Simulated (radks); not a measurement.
Polarisability of neutral krypton, [Kr], at imaginary frequency. All-electron calculation, scalar-relativistic Kohn-Sham, LDA (Slater exchange, Perdew-Wang correlation), spin-polarised, spherical densities, finite nucleus; Fermi nuclear charge, rms radius 4.1884 fm. Program: a radial shooting solver on a logarithmic mesh with Libxc functionals. Response by self-consistent Sternheimer equations with the Hartree and adiabatic LDA kernel, the relativistic mass of each level held fixed and spin-orbit coupling left out.

w (hartree)  alpha1(iw) (bohr^3)  alpha2(iw) (bohr^5)
0.00266                    18.07                111.0
0.0143                     18.06                110.9
0.0360                     17.98                110.5
0.0697                     17.74                109.3
0.118                      17.15                106.3
0.186                      15.99                100.2
0.280                      14.09                89.95
0.413                      11.49                75.24
0.605                      8.495                57.46
0.892                      5.605                39.25
1.35                       3.254                23.36
2.12                       1.649                11.69
3.59                      0.7278                4.686
6.94                      0.2697                1.381
17.5                     0.06454               0.2368

Static values: alpha1 = 18.08 bohr^3 (2.678 angstrom^3; uncoupled 27.79), alpha2 = 111.0 bohr^5, alpha3 = 1514 bohr^7. C6 = 140.9, C8 = 4547, triple-dipole C9 = 1829 atomic units. One-pole (London) frequency 4 C6 / (3 alpha1^2) = 0.575 hartree, against 0.345 for minus the highest occupied eigenvalue. Recommended static value: 16.78 bohr^3 (Schwerdtfeger and Nagle, 2023 table).
